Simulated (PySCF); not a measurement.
C₂H₁₄Si₄, SMILES [SiH3]C[SiH2][SiH2]C[SiH3]. Geometry: PBE0-D3(BJ)/def2-SVP. The structure was generated by enumeration, and PubChem lists no compound with its InChIKey, so it may never have been made. The values are those of a single conformer.

Task: Give the equilibrium geometry at PBE0-D3(BJ)/def2-SVP (PySCF confirms it by a frequency run) as bond lengths and angles. (The exact figures need the calculation; the answer reports its results.)

Result: Several could match; the one computed here: 
Atoms: Si1 C2 Si3 Si4 C5 Si6 H7 H8 H9 H10 H11 H12 H13 H14 H15 H16 H17 H18 H19 H20. Bonds (Å): Si1–C2 1.882, Si1–H7 1.495, Si1–H8 1.495, Si1–H9 1.496, C2–Si3 1.889, C2–H10 1.104, C2–H11 1.104, Si3–Si4 2.349, Si3–H12 1.498, Si3–H13 1.499, Si4–C5 1.889, Si4–H14 1.499, Si4–H15 1.500, C5–Si6 1.882, C5–H16 1.104, C5–H17 1.103, Si6–H18 1.496, Si6–H19 1.495, Si6–H20 1.496. Angles (°): C2–Si1–H7 110.2, C2–Si1–H8 110.2, C2–Si1–H9 111.1, H7–Si1–H8 108.4, H7–Si1–H9 108.4, H8–Si1–H9 108.4, Si1–C2–Si3 114.6, Si1–C2–H10 108.9, Si1–C2–H11 108.8, Si3–C2–H10 108.7, Si3–C2–H11 108.6, H10–C2–H11 106.8, C2–Si3–Si4 110.7, C2–Si3–H12 109.6, C2–Si3–H13 109.8, Si4–Si3–H12 110.1, Si4–Si3–H13 109.4, H12–Si3–H13 107.2, Si3–Si4–C5 112.5, Si3–Si4–H14 108.6, Si3–Si4–H15 108.5, C5–Si4–H14 109.6, C5–Si4–H15 110.3, H14–Si4–H15 107.2, Si4–C5–Si6 114.7, Si4–C5–H16 108.5, Si4–C5–H17 108.7, Si6–C5–H16 108.4, Si6–C5–H17 109.3, H16–C5–H17 107.0, C5–Si6–H18 110.5, C5–Si6–H19 111.1, C5–Si6–H20 109.8, H18–Si6–H19 108.6, H18–Si6–H20 108.3, H19–Si6–H20 108.5.
Charge 0, spin multiplicity 1.
